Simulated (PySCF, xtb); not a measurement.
C2H7Si, SMILES C[SiH]C, multiplicity 2.

Harmonic wavenumbers (cm⁻¹) from xtb 6.7.1 with GFN2-xTB at its own minimum, in rising order: 106, 121, 179, 461, 597, 693, 764, 797, 836, 844, 854, 1366, 1371, 1486, 1490, 1490, 1496, 2212, 2987, 2991, 3034, 3038, 3043, 3046.

**Question.** What does PBE0-D3(BJ)/def2-SVP in PySCF give at its own minimum? (Estimate from the structure and the level; the computed values follow.)

**Answer.** 142, 155, 201, 497, 603, 649, 680, 737, 852, 861, 893, 1249, 1256, 1419, 1422, 1428, 1434, 2179, 3046, 3046, 3145, 3145, 3169, 3169. Paired by order, the mean absolute difference is 62 cm⁻¹ and the zero-point energies are 50.5 and 50.6 kcal/mol.
